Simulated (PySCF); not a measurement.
A geometry optimisation on [Ag(NH3)2]+, `[NH3]->[Ag+]<-[NH3]`.

Computed with PBE0-D3(BJ)/def2-SVP geometry optimisation, gas phase, def2 core potentials past Kr (PySCF 2.14.0). Start geometry: GFN2-xTB. A driver script takes a list of jobs; this job's settings line and coordinates (Å) are shown.

Input:
```
{"job": {"xc": "PBE0", "basis": "def2-SVP", "d3": "d3bj", "grid": 1, "maxiter": 30, "shake": 0.03, "kind": "geom"}, "charge": 1, "multiplicity": 1}
Ag     0.065840    -0.073440     0.012510
N     -0.020750    -0.029030     2.258630
H     -0.479480     0.820080     2.634770
H      1.033500    -0.077340     2.648270
H     -0.540200    -0.820280     2.613260
N     -0.007490     0.030420    -2.272190
H     -0.909180     0.012610    -2.653150
H      0.520690    -0.781740    -2.674200
H      0.469810     0.849280    -2.593570
```

Output:
```
step   0  E = -259.68640332  max force = 0.064220
step   1  E = -259.70029653  max force = 0.009530
step   2  E = -259.70097317  max force = 0.002417
step   3  E = -259.70110824  max force = 0.001208
step   4  E = -259.70115185  max force = 0.000800
step   5  E = -259.70115973  max force = 0.000458
step   6  E = -259.70116459  max force = 0.000248
optimisation converged
```

Energies in Eh; «max force» is the largest Cartesian gradient component in Eh/bohr.

Task: How much energy does the optimisation release, in kcal/mol?

Result: E(step 0) − E(last step) = 0.014761 Eh, which is 9.3 kcal/mol.

Task: Give the first gradient maximum in eV/Å.

Result: With 1 Eh/bohr = 51.422 eV/Å, 3.302 eV/Å.

Summary of the converged run: final energy -259.70116 Eh after 6 steps.

Task: Give the final coordinates.

Result: 0.114 Å rms from the input after alignment:
```
atom  x, y, z in Å
Ag1    0.0180   -0.0127   -0.0028
N2    -0.0019   -0.0324    2.1395
H3    -0.4422    0.8034    2.5304
H4     0.9371   -0.0767    2.5410
H5    -0.5149   -0.8313    2.5187
N6     0.0333    0.0156   -2.1451
H7    -0.9100   -0.0010   -2.5391
H8     0.5261   -0.7850   -2.5465
H9     0.4873    0.8507   -2.5216
```

Hardware: an Intel Xeon 6975P-C with one thread, shared host with 192 logical CPUs at a one-minute load of 169. Cost: 21 s of wall time, 0.35 GiB resident at most.
Labels such as C1 count atoms from 1, the log's own numbers from 0.
